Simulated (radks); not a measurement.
Q: The mean radii <r> (bohr) of the occupied orbitals of an atom or ion are listed with their occupations. Method: scalar-relativistic Kohn-Sham, LDA (Slater exchange, VWN5 correlation), spin-polarised, spherical densities, finite nucleus; Fermi nuclear charge, rms radius of each element as measured or else 0.836 A^(1/3) + 0.57 fm; computed with a radial shooting solver on a logarithmic mesh with Libxc functionals.

orbital  occ.      <r>
1s up       1  0.04557
1s down     1  0.04557
2s up       1   0.2027
2s down     1   0.2024
2p up       3   0.1771
2p down     3   0.1767
3s up       1   0.5519
3s down     1   0.5540
3p up       3   0.5508
3p down     3   0.5535
3d up       3   0.5215

Name the element and its charge. Open shells, if any, are filled with parallel spins first.

A: Z = 33, arsenic, charge +12: As12+ in [Ar] 3d3. The 1s radius gives Z: for a bare nucleus <r> = (2 gamma + 1)/(2Z) with gamma = sqrt(1 - (Z/c)^2), 0.04456 bohr for Z = 33, and screening makes it slightly larger (0.04557 here). The occupations add up to 21, and the charge is Z minus that.
